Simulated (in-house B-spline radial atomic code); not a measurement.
How G0W0 and RPA depend on the start: Cd VIII (Cd7+)

Configuration [Kr] 4d5, highest spin. Computed with an all-electron radial atomic-structure program (B-spline basis): all electrons, scalar-relativistic (spin-free one-electron X2C), finite nucleus, each spin shell either full or empty, empty states to l = 9 with an (l + 1/2)⁻⁴ tail; G0W0 by contour deformation at full frequency.

| start | mean-field 4d up (eV) | G0W0 (eV) | QP weight | RPA correlation (Eh) |
| --- | --- | --- | --- | --- |
| Hartree-Fock | -131.95 | -132.33 | 0.978 | -2.9686 |
| LDA VWN5 | -121.21 | -131.95 | 0.965 | -3.1966 |
| PBE | -121.23 | -131.89 | 0.965 | -3.1926 |
| PBE0 | -124.22 | -132.00 | 0.970 | -3.131 |
| r2SCAN | -122.11 | -131.94 | 0.968 | -3.1518 |
| HSE06 | -123.77 | -132.01 | 0.969 | -3.1349 |
| B3LYP (VWN-RPA) | -123.45 | -132.01 | 0.969 | -3.1443 |
| SCAN | -122.03 | -131.90 | 0.968 | -3.1496 |
| TPSS | -121.29 | ? | ? | ? |
| BHandHLYP | -126.85 | -132.13 | 0.973 | -3.0743 |
| CAM-B3LYP | -125.42 | -132.08 | 0.971 | -3.1228 |
| LC-wPBE | -126.69 | -132.10 | 0.972 | -3.1284 |
| wB97X | -126.30 | -131.96 | 0.973 | -3.1134 |
| PBEsol | -121.15 | -131.91 | 0.965 | -3.194 |
| BLYP | -120.88 | -131.92 | 0.965 | -3.1938 |
| r2SCAN0 | -124.83 | ? | ? | ? |
| LDA exchange-only | -119.65 | -132.08 | 0.964 | -3.196 |

(1) What G0W0 level, weight and RPA correlation energy follow from the r2SCAN0 start?

(2) What G0W0 level, weight and RPA correlation energy follow from the TPSS start?

(3) How much of the dependence on the start does G0W0 remove?

Answers

(1) G0W0 level -132.03 eV, weight 0.971, RPA correlation -3.1035 hartree.

(2) G0W0 level -131.92 eV, weight 0.966, RPA correlation -3.1805 hartree.

(3) The mean-field levels span 12.3 eV and the G0W0 levels 0.44 eV. Against 130.1 ± 2.1 eV (NIST, tabulated theory) the G0W0 removal energies are off by +1.79 to +2.23 eV, with spin-orbit coupling, Breit and QED terms left out.
